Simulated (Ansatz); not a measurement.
`N[SiH2][SiH](N)O`, relaxed with RKS PBE-D4/def2-SVP in Ansatz from a rough embedded geometry. The force threshold is 0.03 eV/Å; the program also tests the step.

Charge 0, multiplicity 1.

Start:

```xyz
13

N    -1.691   -1.350   -0.725
Si   -1.374   -0.430    0.690
Si    0.628    0.931    0.407
N     1.993   -0.024   -0.010
O     0.492    1.891   -0.934
H    -1.799   -0.757   -1.500
H    -0.893   -1.941   -0.951
H    -1.148   -1.377    1.771
H    -2.542    0.407    0.935
H     1.018    1.686    1.600
H     2.202   -0.694    0.731
H     1.761   -0.621   -0.783
H     1.354    2.279   -1.230
```

(1) How much energy does the relaxation release, and in how many steps? (An estimate is asked.)

(2) Which bonds change most? (Best estimate.)

(3) Give the relaxed structure. (Estimate.)

Answers

(1) Computed: 13.51 kcal/mol, in 45 steps, 2 of them rejected.

(2) Ansatz gave: Si2–Si3 from 2.437 to 2.341 Å; Si2–H8 from 1.454 to 1.523 Å; Si3–O5 from 1.655 to 1.706 Å; Si2–H9 from 1.457 to 1.508 Å.

(3) The calculation gave: 
```xyz
13

N    -2.192   -0.364   -0.810
Si   -1.120   -0.768    0.514
Si    0.671    0.710    0.218
N     2.095    0.039    0.952
O     0.639    0.857   -1.482
H    -1.698   -0.074   -1.661
H    -2.987   -0.967   -1.038
H    -0.560   -2.184    0.544
H    -1.827   -0.592    1.835
H     0.551    2.087    0.823
H     2.925    0.606    1.142
H     2.341   -0.943    0.810
H     1.163    1.592   -1.847
```
